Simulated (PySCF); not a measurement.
CH7F2NSi2, SMILES F[SiH2]C(N)[SiH2]F.

Geometry: r2SCAN-D4/def2-SVP. The structure was generated by enumeration, and PubChem lists no compound with its InChIKey, so it may never have been made. One conformer was computed; it need not be the lowest.

All values below come from TDDFT-PBE0/def2-SVPD in PySCF.

Vertical excitations. Gas-phase values at a fixed geometry.

```
state  energy (eV)  λ (nm)      f                                                             main pairs
-----  -----------  ------  -----  ---------------------------------------------------------------------
S1            5.60     222  0.023                                                         HOMO→LUMO 99 %
S2            6.00     207  0.008                                     HOMO→LUMO+2 52 %, HOMO→LUMO+1 43 %
S3            6.22     199  0.007                                     HOMO→LUMO+1 55 %, HOMO→LUMO+2 44 %
S4            6.91     179  0.010                                                       HOMO→LUMO+3 92 %
S5            7.20     172  0.077                                                       HOMO→LUMO+4 92 %
S6            7.43     167  0.020                                                       HOMO→LUMO+5 82 %
S7            7.59     163  0.005                   HOMO−1→LUMO 44 %, HOMO→LUMO+6 29 %, HOMO→LUMO+7 22 %
S8            7.61     163  0.028                   HOMO−1→LUMO 48 %, HOMO→LUMO+7 36 %, HOMO→LUMO+6 10 %
S9            7.79     159  0.031  HOMO→LUMO+6 44 %, HOMO→LUMO+7 26 %, HOMO→LUMO+5 12 %, HOMO→LUMO+8 7 %
S10           7.95     156  0.008                                   HOMO−2→LUMO 76 %, HOMO−2→LUMO+1 12 %
T1            5.32     233      0                                                         HOMO→LUMO 95 %
T2            5.68     218      0                    HOMO→LUMO+2 44 %, HOMO→LUMO+1 42 %, HOMO→LUMO+3 8 %
T3            6.01     206      0                                     HOMO→LUMO+2 48 %, HOMO→LUMO+1 47 %
T4            6.66     186      0                                                       HOMO→LUMO+3 85 %
```
Triplets are in the Tamm–Dancoff approximation, which puts them higher than full response would, so one can lie above its singlet here.
